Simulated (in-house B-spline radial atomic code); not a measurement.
How numerical settings move a run on Cr II (Cr+), [Ar] 3d5. Computed with an all-electron radial atomic-structure program (B-spline basis): scalar-relativistic (X2C) r2SCAN0, spherical fractional occupations, Fermi nucleus of rms radius 3.6452 fm.

Command:
```bash
python run_scf.py task.json out
```
Settings of the sound reference run:
```
Z                24
electrons        23
configuration    [Ar] 3d5
hamiltonian      x2c
method           r2scan0
spin_polarised   False
nucleus          fermi
rms_radius       3.6452
mass_number      52
atomic_mass      51.9405
speed_of_light   137.036
knot_spacing     0.22
spline_order     8
gauss_points     12
box_radius       35.29
max_iterations   70
damping          0.5
damped_steps     3
diis_vectors     10
tolerance        1e-08
start            Thomas-Fermi
```

Time taken, with all properties: 0.35 s on 1 thread of Arm Neoverse V1, with other jobs on the host.

It converges in 9 iterations to -1050.063024 hartree, with 3d at -9.94224 eV. The other runs change the listed settings, some to values that make no sense; their results aren't properties of the atom or ion. Radii are in bohr (the nuclear one in fm), a minus after a letter asks for a j subshell, and «unchanged» means within 1e-8 hartree. The run stops when the residual is below 10 × tolerance × max(1, Z/10), or a noise floor if that is larger, and the energy moves by less than 1e-8 × √|E| hartree; so very loose and very tight tolerances often act alike.

| changed settings | outcome |
| --- | --- |
| electrons = 24, configuration = [Ar] 3d5 4s-1, max_iterations = 75 | stopped with error: j subshells need the Dirac Hamiltonian and l > 0 |
| gauss_points = 16 | converged in 9 iterations, energy +6.30e-08 hartree from the reference |
| damping = 0 | converged in 10 iterations, energy unchanged, 3d level +4.6e-06 eV |
| knot_spacing = 0.4 | converged in 9 iterations, energy +4.03e-04 hartree from the reference, 3d level +7.7e-05 eV |
| knot_spacing = 1.4 | converged in 9 iterations, energy +3.33e+01 hartree from the reference, 3d level -9.3e-01 eV (the program warns: 1s reaches the box edge; 2s reaches the box edge) |
| knot_spacing = 1 | converged in 9 iterations, energy +5.54e+00 hartree from the reference, 3d level -2.8e-02 eV |
| gauss_points = 8 | converged in 9 iterations, energy -1.08e-08 hartree from the reference |
| max_iterations = 5, diis_vectors = 2 | not converged after 5 iterations, last residual 1.3e-03, last energy +8.73e-05 hartree from the reference |
| electrons = 24, configuration = [Ar] 3d5 3f1, max_iterations = 75 | stopped with error: there is no 3f shell |
| knot_spacing = 0.75 | converged in 9 iterations, energy +8.57e-01 hartree from the reference, 3d level -5.1e-03 eV |
| hamiltonian = dirac, method = hf, spin_polarised = True | stopped with error: spin polarisation is not served with the Dirac Hamiltonian |
| damping = 0.95 | converged in 10 iterations, energy unchanged, 3d level +1.1e-05 eV |
| gauss_points = 4 | converged in 9 iterations, energy -1.44e-05 hartree from the reference, 3d level -2.3e-05 eV |
| gauss_points = 16, max_iterations = 60, tolerance = 1e-05 | converged in 8 iterations, energy +6.30e-08 hartree from the reference, 3d level -1.4e-04 eV |
| knot_spacing = 0.55 | converged in 9 iterations, energy +1.26e-02 hartree from the reference, 3d level +2.1e-03 eV |
| knot_spacing = 2 | converged in 8 iterations, energy +1.76e+02 hartree from the reference, 3d level -2.1e+01 eV (the program warns: 3d reaches the box edge; 1s reaches the box edge) |

Q: What happens with knot_spacing = 0.3?

A: Converged in 9 iterations, energy +7.52e-05 hartree from the reference, 3d level +2.9e-06 eV.

Q: What happens with gauss_points = 3, max_iterations = 100, damping = 0.8?

A: Converged in 14 iterations, energy -2.59e+01 hartree from the reference, 3d level +6.3e-02 eV (the program warns: states collapsed into the nucleus by a negative tau potential were left out of the aufbau).

Q: What happens with knot_spacing = 0.1?

A: Converged in 9 iterations, energy -3.73e-05 hartree from the reference, 3d level +3.2e-05 eV.

Q: What happens with knot_spacing = 0.15?

A: Converged in 9 iterations, energy -3.14e-05 hartree from the reference, 3d level +3.3e-05 eV.
